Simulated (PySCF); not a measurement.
HOSi, SMILES O=[SiH] (connectivity only; charge and spin as stated), charge +1, multiplicity 1.

Geometry optimised at PBE0-D3(BJ)/def2-TZVPD. The spin state was assumed, not searched. The isomer is the one that the SMILES or the coordinates give; other isomers of the formula were not compared.

Two levels are set side by side: TDDFT-PBE/def2-TZVPD (PySCF) and TDDFT-M06-2X/def2-TZVPD (PySCF). Vertical, same geometry. The lowest singlet is HOMO−1→LUMO 99 % with PBE and HOMO→LUMO 98 % with the other functional; states are paired by order. Differences are taken from unrounded values.

| quantity | TDDFT-M06-2X |
|---|---|
| lowest singlet excitation (eV) | 5.25 |
| lowest triplet excitation (TDA) (eV) | 4.44 |
| first bright state (f over 0.05) (eV) | 9.59 |
| its oscillator strength | 0.72 |

Q: What does TDDFT-PBE give, and how far is it from TDDFT-M06-2X? (The exact figures need the calculation; the answer reports its results.)

A: 
```json
[
 {"quantity": "lowest singlet excitation (eV)", "TDDFT-PBE": "5.11", "TDDFT-PBE minus TDDFT-M06-2X": "-0.15"},
 {"quantity": "lowest triplet excitation (TDA) (eV)", "TDDFT-PBE": "4.34", "TDDFT-PBE minus TDDFT-M06-2X": "-0.10"},
 {"quantity": "first bright state (f over 0.05) (eV)", "TDDFT-PBE": "9.12", "TDDFT-PBE minus TDDFT-M06-2X": "-0.48"},
 {"quantity": "its oscillator strength", "TDDFT-PBE": "0.62", "TDDFT-PBE minus TDDFT-M06-2X": "-0.10"}
]
```

Rough cost on one machine, each run with all the roots and properties that it gave: TDDFT-M06-2X against TDDFT-PBE about 10 times.
